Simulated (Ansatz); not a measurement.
Stretching the N4–H6 bond in CH6BN (SMILES BNC) (multiplicity 1 held, fragments rigid). Energies count from the point at 1.009 Å.
Geometry at that point (charge 0, multiplicity 1):
```xyz
9

B     -0.17378     0.16936     1.35985
H     -1.04663     0.51555     2.09588
H      0.90497    -0.15003     1.76047
N     -0.42136     0.13750    -0.00246
C      0.50466    -0.25211    -1.05319
H     -1.33201     0.40682    -0.34423
H      0.67789     0.56737    -1.75578
H      0.12956    -1.11044    -1.61689
H      1.45669    -0.52593    -0.60231
```

Signs of static correlation in cc-pVTZ, with CASSCF(2,2), from Ansatz (a quantum-chemistry and plane-wave program) runs.

```json
[
 {"R (Å)": "0.807", "T1 of restricted CCSD": "0.012", "⟨S²⟩ of UHF": "0.000", "largest double amplitude of restricted CCSD": "0.041", "CASSCF natural occupations": "1.99 0.01"},
 {"R (Å)": "0.908", "T1 of restricted CCSD": "0.012", "⟨S²⟩ of UHF": "0.000", "largest double amplitude of restricted CCSD": "0.041", "CASSCF natural occupations": "1.99 0.01"},
 {"R (Å)": "1.009", "T1 of restricted CCSD": "0.013", "⟨S²⟩ of UHF": "0.000", "largest double amplitude of restricted CCSD": "0.042", "CASSCF natural occupations": "1.98 0.02"},
 {"R (Å)": "1.110", "T1 of restricted CCSD": "0.013", "⟨S²⟩ of UHF": "0.000", "largest double amplitude of restricted CCSD": "0.042", "CASSCF natural occupations": "1.97 0.03"},
 {"R (Å)": "1.211", "T1 of restricted CCSD": "0.013", "⟨S²⟩ of UHF": "0.000", "largest double amplitude of restricted CCSD": "0.043", "CASSCF natural occupations": "1.96 0.04"},
 {"R (Å)": "1.363", "T1 of restricted CCSD": "0.014", "⟨S²⟩ of UHF": "0.000", "largest double amplitude of restricted CCSD": "0.043", "CASSCF natural occupations": "1.94 0.06"},
 {"R (Å)": "1.514", "T1 of restricted CCSD": "0.015", "⟨S²⟩ of UHF": "0.094", "largest double amplitude of restricted CCSD": "0.056", "CASSCF natural occupations": "1.90 0.10"},
 {"R (Å)": "1.766", "T1 of restricted CCSD": "0.018", "⟨S²⟩ of UHF": "0.633", "largest double amplitude of restricted CCSD": "0.150", "CASSCF natural occupations": "1.81 0.19"},
 {"R (Å)": "2.019", "T1 of restricted CCSD": "0.021", "⟨S²⟩ of UHF": "0.855", "largest double amplitude of restricted CCSD": "0.258", "CASSCF natural occupations": "1.68 0.32"},
 {"R (Å)": "2.321", "T1 of restricted CCSD": "0.027", "⟨S²⟩ of UHF": "0.962", "largest double amplitude of restricted CCSD": "0.386", "CASSCF natural occupations": "1.49 0.51"},
 {"R (Å)": "2.725", "T1 of restricted CCSD": "?", "⟨S²⟩ of UHF": "1.009", "largest double amplitude of restricted CCSD": "?", "CASSCF natural occupations": "1.28 0.72"},
 {"R (Å)": "3.230", "T1 of restricted CCSD": "0.042", "⟨S²⟩ of UHF": "1.024", "largest double amplitude of restricted CCSD": "0.673", "CASSCF natural occupations": "1.13 0.87"}
]
```

Question: What belongs in the gaps?

Answer: 
- 2.725, T1 of restricted CCSD: 0.035
- 2.725, largest double amplitude of restricted CCSD: 0.537

Doubts at one or more of the structures used: a restricted determinant that unrestricted orbitals would lower (R-CCSD(T)/cc-pVTZ); other coupled-cluster roots lie near (R-CCSD(T)/cc-pVTZ); a spin-contaminated determinant (U-CCSD(T)/cc-pVTZ); T1 above 0.05 (U-CCSD(T)/cc-pVTZ).
